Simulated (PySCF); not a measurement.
Isomers of C4H15FSi3.

All values: PBE0/pcSseg-1 (PySCF) at GFN2-xTB geometries, gas phase, one conformer each.

Task: Rank by HOMO energy, highest first.
A. `[CH3:1][CH2:2][Si@H:3]([CH2:4][F:5])[CH2:6][SiH2:7][SiH3:8]` with C1–C2–Si3–C4 178°, C2–Si3–C4–F5 -72°, C2–Si3–C6–Si7 169°, Si3–C6–Si7–Si8 174°
B. `[CH3:1][CH:2]([CH3:3])[CH2:4][SiH2:5][SiH2:6][SiH2:7][F:8]` with C1–C2–C4–Si5 70°, C2–C4–Si5–Si6 179°, C4–Si5–Si6–Si7 53°, Si5–Si6–Si7–F8 -22°
C. `[F:1][CH2:2][CH2:3][C:4]([SiH3:5])([SiH3:6])[CH2:7][SiH3:8]` with F1–C2–C3–C4 76°, C2–C3–C4–Si5 178°, C3–C4–C7–Si8 -58°

Result: C (-7.63 eV), A (-7.94 eV), B (-8.16 eV).

Task: Rank by LUMO energy, highest first.
A. `[CH3:1][CH:2]([CH3:3])[CH2:4][SiH2:5][SiH2:6][SiH2:7][F:8]` with C1–C2–C4–Si5 70°, C2–C4–Si5–Si6 179°, C4–Si5–Si6–Si7 53°, Si5–Si6–Si7–F8 -22°
B. `[CH3:1][CH2:2][Si@H:3]([CH2:4][F:5])[CH2:6][SiH2:7][SiH3:8]` with C1–C2–Si3–C4 178°, C2–Si3–C4–F5 -72°, C2–Si3–C6–Si7 169°, Si3–C6–Si7–Si8 174°
C. `[F:1][CH2:2][CH2:3][C:4]([SiH3:5])([SiH3:6])[CH2:7][SiH3:8]` with F1–C2–C3–C4 76°, C2–C3–C4–Si5 178°, C3–C4–C7–Si8 -58°

Result: C (0.20 eV), B (0.03 eV), A (-1.05 eV).

All values together:

```csv
SMILES,μ (D),HOMO (eV),LUMO (eV),lowest IAO charge (e),highest IAO charge (e),lowest Hirshfeld charge (e),highest Hirshfeld charge (e)
CC[Si@H](C[SiH3])[SiH2]CF,1.71,-7.97,-0.04,-0.808 (C),+0.617 (Si),-0.244 (C),+0.310 (Si)
CC[Si@H](CF)C[SiH2][SiH3],1.66,-7.94,0.03,-0.810 (C),+0.903 (Si),-0.246 (C),+0.366 (Si)
FCCC([SiH3])([SiH3])C[SiH3],1.45,-7.63,0.20,-0.527 (C),+0.586 (Si),-0.160 (C),+0.303 (Si)
CC(C)C[SiH2][SiH2][SiH2]F,0.98,-8.16,-1.05,-0.555 (F),+0.823 (Si),-0.213 (F),+0.342 (Si)
```

Conformers: `[CH3:1][CH2:2][Si@H:3]([CH2:4][SiH3:5])[SiH2:6][CH2:7][F:8]` with C1–C2–Si3–C4 -62°, C2–Si3–C4–Si5 171°, C2–Si3–Si6–C7 61°, Si3–Si6–C7–F8 49°; `[CH3:1][CH2:2][Si@H:3]([CH2:4][F:5])[CH2:6][SiH2:7][SiH3:8]` with C1–C2–Si3–C4 178°, C2–Si3–C4–F5 -72°, C2–Si3–C6–Si7 169°, Si3–C6–Si7–Si8 174°; `[F:1][CH2:2][CH2:3][C:4]([SiH3:5])([SiH3:6])[CH2:7][SiH3:8]` with F1–C2–C3–C4 76°, C2–C3–C4–Si5 178°, C3–C4–C7–Si8 -58°; `[CH3:1][CH:2]([CH3:3])[CH2:4][SiH2:5][SiH2:6][SiH2:7][F:8]` with C1–C2–C4–Si5 70°, C2–C4–Si5–Si6 179°, C4–Si5–Si6–Si7 53°, Si5–Si6–Si7–F8 -22°.
